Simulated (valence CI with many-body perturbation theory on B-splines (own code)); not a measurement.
**A CI+MBPT run for Pb75+**

Computed by relativistic CI+MBPT: five valence electrons over a frozen Dirac-Fock core [He], radial functions for each j: 5 s, 5 p, 4 d, 2 f, with the one-electron correlation potential Σ1 (screened to all orders), the two-electron term Σ2, the three-electron term Σ3, Breit, model QED; selected single and double excitations, second order for the rest, scaled by the run's own slope (own B-spline code, finite nucleus).

Command, and the settings that its task file holds:

```sh
python run_cv.py task.json out
```

```
atom Pb  Z=82  mass_number=208  rms_radius_fm=5.5012
core [He]
valence 2s2 2p3
avg = 1
basis = S
breit = 1
cap = 20000
capref = 1200
cscale = 1
de = 0.0
dress = 0
eps = 2e-08
extrap = 1
h = 0.27
hh = 1
l2 = 3
lcore = 6
maxit = 60
n2 = 5
natural = 1
nlev = 30
nno = [2, 2, 2, 1, 0]
nroot = 26
nsp = [3, 3, 2, 1, 0]
pt2 = 1
qed = 1
rpa = 1
s1 = 1
s2 = 1
s3 = 1
screen = 1
tol = 2e-05
whole = 1
```

It took 15 s on 1 thread of Arm Neoverse V2, with other jobs on the host.

Log. The first blocks belong to the next ion, which gives the ionisation energy. Fields: 2J, parity (1 odd), roots, reference size, generating configurations, candidates as configurations/state functions, variational space P, stored matrix elements, Davidson steps; e2 is the range of second-order energies in hartree. The first line gives the box (bohr), its intervals, the orbitals and the steps of their self-consistent field. Window is the range of levels sought, series limit the energy at which the first omitted orbital would enter, core excitation an estimate of the first excitation out of the core, left out the lowest levels not solved, and shifts from estimates the range by which levels moved from their first estimate, all in cm⁻¹.

```
rmax 0.8 intervals 52 orbitals 27 references ['2s2 2p3', '2s 2p4', '2p5'] scf 2 t 0.3
2J=0 par=0 roots 2 ref 28 generators 3 cand 672/918 P 535/756 nnz 0 it 0
2J=0 par=0 roots 2 ref 28 generators 4 cand 163/190 P 590/823 nnz 0 it 0
   second order: generators 4 cand 108/123 e2 -0.00000 -0.00000
reference levels 502, estimated 340, window 109368036 1/cm; series limit 140143670, core excitation 595201993
2J=3 par=1 roots 12 ref 87 generators 10 cand 2842/20002 P 1261/5215 nnz 2.4e+06 it 5
2J=3 par=1 roots 12 ref 87 generators 13 cand 3192/25071 P 2953/17140 nnz 2.1e+07 it 7
   second order: generators 22 cand 2183/17397 e2 -0.00003 -0.00000
2J=5 par=1 roots 6 ref 72 generators 8 cand 3221/27891 P 1094/4804 nnz 2.2e+06 it 5
2J=5 par=1 roots 6 ref 72 generators 9 cand 3047/27344 P 2725/17149 nnz 2.3e+07 it 5
   second order: generators 16 cand 1826/18260 e2 -0.00004 -0.00000
2J=1 par=1 roots 8 ref 58 generators 8 cand 2582/11575 P 1323/3998 nnz 1.4e+06 it 5
2J=1 par=1 roots 8 ref 58 generators 12 cand 2863/13878 P 2917/11134 nnz 8.7e+06 it 6
   second order: generators 20 cand 1955/10426 e2 -0.00002 -0.00000
2J=5 par=0 roots 10 ref 60 generators 10 cand 3468/28875 P 1092/4391 nnz 1.9e+06 it 5
2J=5 par=0 roots 10 ref 60 generators 11 cand 3306/29339 P 3082/19992 nnz 3e+07 it 8
   second order: generators 20 cand 1843/17244 e2 -0.00004 -0.00000
2J=1 par=0 roots 10 ref 53 generators 10 cand 3014/14302 P 1399/3999 nnz 1.3e+06 it 4
2J=1 par=0 roots 10 ref 53 generators 12 cand 2821/13905 P 3168/12404 nnz 1.1e+07 it 5
   second order: generators 21 cand 1365/7011 e2 -0.00002 -0.00000
2J=3 par=0 roots 13 ref 72 generators 10 cand 3410/25383 P 1235/5182 nnz 2.4e+06 it 5
2J=3 par=0 roots 13 ref 72 generators 12 cand 3400/25911 P 3236/19753 nnz 2.7e+07 it 9
   second order: generators 20 cand 1503/12555 e2 -0.00003 -0.00000
2J=7 par=1 roots 2 ref 44 generators 4 cand 2252/19556 P 952/4000 nnz 1.7e+06 it 5
2J=7 par=1 roots 2 ref 44 generators 4 cand 1910/18093 P 1862/11196 nnz 1.2e+07 it 5
   second order: generators 9 cand 1760/16698 e2 -0.00003 -0.00002
2J=7 par=0 roots 4 ref 27 generators 4 cand 2212/19640 P 910/4000 nnz 1.6e+06 it 5
2J=7 par=0 roots 4 ref 27 generators 4 cand 1927/18165 P 1985/12937 nnz 1.6e+07 it 5
   second order: generators 8 cand 1195/12264 e2 -0.00002 -0.00001
2J=9 par=0 roots 2 ref 8 generators 4 cand 1566/11802 P 866/3989 nnz 2.1e+06 it 4
2J=9 par=0 roots 2 ref 8 generators 4 cand 1314/10318 P 1658/9526 nnz 9.8e+06 it 5
   second order: generators 5 cand 591/4914 e2 -0.00002 -0.00000
2J=9 par=1 roots 1 ref 17 generators 2 cand 961/7690 P 818/3990 nnz 2e+06 it 4
2J=9 par=1 roots 1 ref 17 generators 2 cand 723/6212 P 1057/5883 nnz 4.8e+06 it 4
   second order: generators 3 cand 560/4462 e2 -0.00001 -0.00001
left out: unestimated 139257555, estimated 115780435, shifts from estimates -54 to 124
operators 0.1
```

The Davidson iterations converged.

The last digits are not significant, and no measured levels were compared; by estimate large intervals hold to a few tenths of a per cent, small ones and those within an open d or f shell to about a per cent.

* Valence energy: -4323.651 hartree
* Ionisation energy: 20756 eV (NIST: 20750 ± 100 eV (theoretical))
* Reference configurations for the orbitals: 2s2 2p3, 2s 2p4, 2p5
* Radial orbitals: 27
* Box radius: 0.768 bohr
* Largest variational space: 19992
* Lowest levels: (2s^2 2p1/2^2 2p3/2) J=3/2 0.00, (2s^2 2p1/2 2p3/2^2) J=3/2 165.62, (2s^2 2p1/2 2p3/2^2) J=5/2 167.30, (2s^2 2p1/2 2p3/2^2) J=1/2 171.94, (2s 2p1/2^2 2p3/2^2) J=5/2 195.74, (2s 2p1/2^2 2p3/2^2) J=1/2 204.79, (2s 2p1/2^2 2p3/2^2) J=3/2 204.88, (2s^2 2p3/2^3) J=3/2 338.03, (2s 2p1/2 2p3/2^3) J=3/2 [a] 363.79, (2s 2p1/2 2p3/2^3) J=5/2 366.96, (2s 2p1/2 2p3/2^3) J=1/2 372.80, (2s 2p1/2 2p3/2^3) J=3/2 [b] 373.27, (2p1/2^2 2p3/2^3) J=3/2 406.49, (2s 2p3/2^4) J=1/2 540.08 Ry

Levels are named by their leading jj configuration (3d3/2^4 stands for four electrons in 3d with j = 3/2), which in mixed levels can hold well under half, so a name can repeat and another be missing. Letters in brackets count levels of one name in rising energy.
